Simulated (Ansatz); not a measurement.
`[SiH3][SiH2][SnH3]` + `O[SiH2]PO` → `O[SiH2][SiH2][SnH3]` + `OP[SiH3]`  (redistribution)

Calculated with Ansatz (gas phase, PBE0-D4/def2-TZVP geometries, no zero-point term in ΔE). CCSD(T)/CBS is the MP2 limit (def2-TZVPP, def2-QZVPP) plus CCSD(T) − MP2 in def2-TZVPP, frozen cores. Elements past krypton have def2 core potentials. For Sn outer-core shells are correlated without core-valence functions, which leaves a few kJ/mol of doubt a bond. Each species was taken in one conformer, which may not be the lowest.

`[SiH3][SiH2][SnH3]`:

Z-matrix (Å, degrees):
```
Si
Si 1 2.336
H 1 1.488 2 109.5
H 1 1.488 2 111.6 3 120.5
H 1 1.488 2 109.5 3 -119.0
Sn 2 2.562 1 110.5 3 59.6
H 2 1.489 1 110.0 3 -179.9
H 2 1.489 1 110.0 3 -61.0
H 6 1.708 2 110.3 1 -59.7
H 6 1.708 2 110.3 1 59.7
H 6 1.708 2 111.4 1 -180.0
```

`O[SiH2]PO`:

```xyz
9

O    -0.492    1.361   -1.018
Si    0.366    1.044    0.351
P     0.637   -1.196    0.545
O    -0.872   -1.541   -0.111
H    -1.141    0.689   -1.243
H    -0.356    1.524    1.561
H     1.681    1.725    0.257
H     1.412   -1.281   -0.650
H    -1.235   -2.324    0.309
```

`O[SiH2][SiH2][SnH3]`:

Z-matrix (Å, degrees):
```
Si
Si 1 2.344
O 1 1.652 2 109.8
H 1 1.492 2 107.7 3 -121.9
H 1 1.483 2 113.1 3 117.8
Sn 2 2.566 1 105.6 3 47.6
H 2 1.489 1 111.8 3 -70.2
H 2 1.489 1 112.4 3 167.1
H 3 0.960 1 117.2 2 -49.3
H 6 1.707 2 111.9 1 88.6
H 6 1.706 2 113.7 1 -147.5
H 6 1.719 2 107.9 1 -28.7
```

`OP[SiH3]`:

Z-matrix (Å, degrees):
```
Si
P 1 2.260
H 1 1.487 2 112.7
H 1 1.486 2 109.2 3 -121.7
H 1 1.488 2 106.5 3 120.4
O 2 1.666 1 99.0 3 45.3
H 2 1.427 1 92.7 3 -54.8
H 6 0.960 2 109.1 1 143.7
```

```csv
species,SCS-MP2/def2-QZVPP energy (Eh)
`[SiH3][SiH2][SnH3]`,-796.68983
`O[SiH2]PO`,-783.30958
`O[SiH2][SiH2][SnH3]`,-871.88761
`OP[SiH3]`,-708.10764
```

Work out ΔE.

ΔE = (-871.88761) + (-708.10764) − (-796.68983) − (-783.30958) = 0.00416 Eh = +10.9 kJ/mol. CCSD(T)/CBS gives +10.4 kJ/mol.

Largest T1 diagnostic among the species: 0.014.

At CCSD(T), def2-SVP lies +6.0 kJ/mol from the extrapolated value and def2-TZVPP +1.4 kJ/mol. Leaving LDA and LC-ωPBE aside and taking each functional with its dispersion term where it has one, the values, not all of them listed here, spread over 2.6 kJ/mol, from PBE-D4 to ωB97X-V.
